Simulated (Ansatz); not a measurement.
Program: Ansatz. Geometries: PBE0-D4/def2-TZVP. ΔE: electronic, gas phase. CCSD(T)/CBS is the MP2 limit (def2-TZVPP, def2-QZVPP) plus CCSD(T) − MP2 in def2-TZVPP, frozen cores. This one scheme is used for every species. DFT in def2-TZVPP. B3LYP here is the variant with VWN-RPA as its local correlation; programs differ in this. One conformer a species, not always the lowest.

Reaction (substitution at a C–Si bond): `C#C[SiH2][CH](F)[AlH2]` + `BS` → `BSC#C` + `F[CH]([AlH2])[SiH3]`

`C#C[SiH2][CH](F)[AlH2]`:

Cartesian coordinates in Å:
```
C 1.229 0.502 -1.724
C 1.293 0.355 -0.521
Si 0.897 -0.003 1.262
C -0.844 -0.640 0.988
F -0.837 -2.045 0.900
Al -1.185 0.201 -0.822
H 1.245 0.638 -2.783
H 0.945 1.298 1.974
H 1.900 -0.956 1.794
H -1.543 -0.343 1.776
H -1.599 1.736 -0.786
H -1.501 -0.742 -2.057
```

`BS`:

Cartesian coordinates in Å:
```
B -0.247 -0.296 -0.433
S 0.451 1.146 0.306
H -0.625 -0.173 -1.556
H -0.329 -1.322 0.165
H 0.750 0.645 1.517
```

`BSC#C`:

Cartesian coordinates in Å:
```
B 0.644 -0.269 -0.253
S 0.681 -0.521 1.739
C -0.578 0.156 0.949
C -1.023 0.493 -0.159
H 0.525 -1.326 -0.790
H 1.413 0.587 -0.563
H -1.662 0.879 -0.922
```

`F[CH]([AlH2])[SiH3]`:

Z-matrix (Å, degrees):
```
C
Al 1 1.978
Si 1 1.890 2 114.1
F 1 1.412 2 110.8 3 123.4
H 1 1.101 2 108.9 3 -118.7
H 2 1.587 1 117.4 3 62.1
H 2 1.582 1 119.9 3 -117.0
H 3 1.488 1 107.5 2 -62.8
H 3 1.488 1 110.3 2 55.6
H 3 1.486 1 111.5 2 176.6
```

Q: Is it downhill or uphill in electronic energy at CCSD(T)/CBS, and by how much? (An estimate is asked.)

A: Ansatz gave: Uphill: ΔE = +140.2 kJ/mol.

Q: What do these levels give: r2SCAN-D4, PBE0-D4, B3LYP-D4, ωB97X-V, ωB97M-V, B2PLYP, r2SCAN, B3LYP, SCS-MP2/def2-TZVPP, CCSD(T)/def2-TZVPP, HF/CBS(def2), MP2/CBS(def2)? (Best estimate.)

A: Computed: r2SCAN-D4 125.0, PBE0-D4 123.2, B3LYP-D4 139.7, ωB97X-V 138.6, ωB97M-V 140.0, B2PLYP 134.5, r2SCAN 124.0, B3LYP 134.4, SCS-MP2/def2-TZVPP 134.8, CCSD(T)/def2-TZVPP 140.1, HF/CBS(def2) 181.5, MP2/CBS(def2) 123.0 kJ/mol.

Largest T1 diagnostic among the species: 0.015.

In def2-TZVPP, CCSD(T) changes the Hartree–Fock value by −42.6 kJ/mol (the triples alone add −8.9 kJ/mol) and MP2 by −59.8 kJ/mol. The D4 term adds +5.4 kJ/mol with B3LYP and +3.2 kJ/mol with PBE0; it sums over pairs of atoms, weighted by their polarisabilities, and B3LYP, whose exchange is more repulsive, gets the larger term. From PBE to PBE0 (25 % exact exchange), in def2-TZVPP and without D4, ΔE moves by +10.6 kJ/mol.
